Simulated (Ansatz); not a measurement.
One change: `C[SiH](O)O[Si](C)(O)O` becomes `C[SiH](O)O[SiH](O)O`.

Ansatz, PBE0-D4/def2-TZVP geometries, multiplicity 1. Each molecule was computed in one conformer, which needn't be the lowest.

```csv
property,`C[SiH](O)O[Si](C)(O)O`
HOMO–LUMO gap (PBE0/def2-TZVPP) / eV,8.91
HOMO energy (PBE/def2-TZVPP) / eV,-6.91
LUMO energy (ωB97M-V/def2-TZVPP) / eV,1.93
LUMO energy (B3LYP/def2-TZVPP) / eV,0.20
size of the dipole moment (PBE/def2-TZVPP) / D,1.89
HOMO energy (ωB97M-V/def2-TZVPP) / eV,-10.64
```

(1) Give the same properties after the change, and the shifts. (Estimate.)

Results:

(1) The calculation gave: 
| property | `C[SiH](O)O[SiH](O)O` | shift |
| --- | --- | --- |
| HOMO–LUMO gap (PBE0/def2-TZVPP) / eV | 8.81 | -0.10 |
| HOMO energy (PBE/def2-TZVPP) / eV | -6.73 | 0.18 |
| LUMO energy (ωB97M-V/def2-TZVPP) / eV | 2.06 | 0.13 |
| LUMO energy (B3LYP/def2-TZVPP) / eV | 0.25 | 0.05 |
| size of the dipole moment (PBE/def2-TZVPP) / D | 2.32 | 0.43 |
| HOMO energy (ωB97M-V/def2-TZVPP) / eV | -10.48 | 0.16 |

With PBE0 the HOMO rises by 0.17 eV and the LUMO rises by 0.07 eV, so the gap narrows by about 0.10 eV. PBE moves the HOMO by 0.18 eV and ωB97M-V by 0.16 eV. Dipoles are sizes alone; their direction can turn.

B3LYP here is the variant with VWN-RPA as its local correlation; programs differ in this.
